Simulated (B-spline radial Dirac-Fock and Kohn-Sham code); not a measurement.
Photoionisation of potassium ions at Al Kα (taken as 1486.9 eV)

Level of theory: independent-particle photoionisation in a Dirac-Hartree-Slater potential with a Latter tail, all multipoles, thresholds from Dirac-Fock ΔSCF; an atomic code on a B-spline grid. Cross sections in kb; a dash marks an empty subshell or a threshold above the photon energy.

```
 ion  configuration  total    2s  2p1/2    3s  3p1/2  3p3/2
  K⁺   [Ne] 3s2 3p6  95.46  32.0   18.5  3.95   1.69   3.28
K¹⁰⁺   [He] 2s2 2p5  86.08  35.2   17.3     –      –      –
K¹¹⁺   [He] 2s2 2p4  81.34  37.1   15.0     –      –      –
```

Values without a named source are computed, but for edge energies of neutral atoms, which are taken from tables.
